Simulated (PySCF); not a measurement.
SbI₂, SMILES [I][Sb+][I] (connectivity only; charge and spin as stated), charge +1, multiplicity 1.

Coordinates come from a PBE0-D3(BJ)/def2-SVP optimisation. The spin state was assumed, not searched. The isomer is the one that the SMILES or the coordinates give; other isomers of the formula were not compared. The def2 effective core potentials stand for the cores of I, Sb; spin–orbit coupling is left out.

Computed with IEF-PCM-B3LYP/def2-SVP (PySCF).

The values are the electrostatic part of the solvation free energy, E(continuum) − E(gas) at the gas-phase geometry, in a cavity of scaled van der Waals radii (PySCF's table); cavitation and dispersion terms are not included. A continuum can't describe solvent molecules that bind to the metal. In vacuum the orbital gap is 2.75 eV.

**Question.** Estimate the values in water (ε = 78.36), benzene (ε = 2.27), methanol (ε = 32.61). (The exact figures need the calculation; the answer reports its results.)

**Answer.** 
```
solvent       ε  ΔG(elec) (kcal/mol)  gap (eV)
--------  -----  -------------------  --------
water     78.36                -56.1      2.98
benzene    2.27                -31.0      2.84
methanol  32.61                -55.0      2.97
```
